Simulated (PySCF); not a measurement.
Input for PySCF: R-HF/3-21G on C2H8Si (SMILES C[SiH2]C).

```python
from pyscf import gto, scf, dft, mp
from pyscf.data.elements import chemcore

mol = gto.M(
    atom='''
    C     1.56154236   -0.22266702    0.13484911
    Si   -0.05244238    0.72985707    0.03285910
    C    -1.51463670   -0.43023400   -0.16417146
    H     2.41210352    0.45233082    0.24686087
    H     1.72099646   -0.81665136   -0.76773728
    H     1.55873325   -0.90366191    0.98874255
    H    -0.00371104    1.66712943   -1.11961290
    H    -0.22701038    1.54406326    1.26398252
    H    -1.41833409   -1.02729641   -1.07364681
    H    -1.58407270   -1.11683828    0.68238033
    H    -2.45316829    0.12396841   -0.22450602
    ''',
    basis='3-21g',
    charge=0, spin=0, verbose=3, max_memory=1800)
mf = scf.RHF(mol)
mf.conv_tol = 1e-8
mf.max_cycle = 100
mf.kernel()
if not mf.converged:
    mf = mf.newton().run(mf.mo_coeff, mf.mo_occ)
```

### Question
Give the final energy of this run.

### Answer
-367.3643 hartree.
